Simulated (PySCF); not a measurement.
**H₂ZrS: one-bond stretch**

All numbers come from PySCF, PBE0, basis Zr def2-TZVP with ECP28, S def2-TZVP, H def2-TZVP (scalar-relativistic core potentials, no spin–orbit coupling, density fitting).

Rigid scan from the singlet minimum (Zr–H 1.847 Å (×2), Zr–S 2.178 Å; H–Zr–H 110.0°, H–Zr–S 103.1° (×2)). Coordinate: the bond from Zr to the last atom (H) scaled, the rest fixed. Energies in kJ/mol from the minimum.

```csv
scale of one bond,E (kJ/mol),dipole size (D)
0.92,12.9,5.94
0.96,3.0,5.90
1.00,0.0,5.87
1.05,3.8,5.83
1.12,19.1,5.81
1.20,45.2,5.81
1.35,105.1,5.88
1.55,185.9,–
1.80,271.3,–
2.20,365.6,–
```

At long bonds a restricted determinant can lie too high, and another spin state can fall below this curve.

Stability towards spin polarisation was not tested.
